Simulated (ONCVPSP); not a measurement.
**Pb (Z = 82): one change to an ONCV potential, before and after**

lead (Pb), optimised norm-conserving Vanderbilt (ONCV), made with ONCVPSP 4.0.1 (LDA (Perdew-Wang 92), scalar-relativistic). Core [Xe] 4f14 5d10, reference 6s2 6p1 (charge +1). Waves: 6s: rc 1.75 bohr, ncon 5, nbas 9, qcut 2.9 1/bohr, 2 projectors, debl 1.4 Ha; 6p: rc 2.15 bohr, ncon 5, nbas 10, qcut 3.4 1/bohr, 2 projectors, debl 2.6 Ha. Local part: polynomial inside 1.10 bohr (lpopt 5, dvloc0 0 Ha). Core correction: none.

All-electron outer shells of the reference configuration (LDA (PZ), scalar-relativistic, ld1.x):

```csv
shell,level (eV),outermost node (bohr),outermost maximum (bohr)
5p,-93.73,0.49,0.88
5d,-29.03,0.52,1.07
6s,-19.59,1.01,1.95
6p,-10.15,1.18,2.50
```

Change: p: rc 1.96.

Cutoffs: the cutoffs (Ha) at which the residual kinetic energy of the hardest occupied pseudo-wave falls to 1 and 0.1 mHa per electron; they do not see the model core or the augmentation charge, which bear on the density cutoff. Errors are all-electron minus pseudo energies relative to the spin-unpolarised reference configuration.

Problem. Predict the effect on cutoff, ghosts and configuration errors.

Solution. The potential gets harder (62 Ha and 75 Ha → 71 Ha and 87 Ha); both files keep a bound ghost (p, s); the number of tests with a reliable result goes from 4 to 3; the errors of the 3 common tests hardly move. A smaller radius makes the pseudo-wave follow the all-electron one further in, where it bends more sharply, so more plane waves are needed.

```tsv
quantity	base	changed
cutoff, loose	62 Ha	71 Ha
cutoff, tight	75 Ha	87 Ha
loose cutoff by channel	s 62 Ha, p 5.3 Ha	s 62 Ha, p 71 Ha
bound ghosts	s, p	s, p
GHOST(+) flags under 300 eV	s at 188.9 eV	s at 188.9 eV
tests with a reliable result	4 of 4	3 of 4
error for 6s2 6p0, meV [ΔE 13.76 eV]	+31	+30
error for 6s1 6p0, meV [ΔE 46.63 eV]	+232	+226
error for 6s1 6p2, meV [ΔE 9.60 eV]	+24	+26
s: phases at 1.77 bohr within 0.05 rad from the reference energy up to (Ha; the scan ends near 5)	to the end of the scan	to the end of the scan
```

 A true bound ghost makes a file unfit for plane-wave use even where its test errors are small: the radial tests pick states by their node count and pass the ghost by.
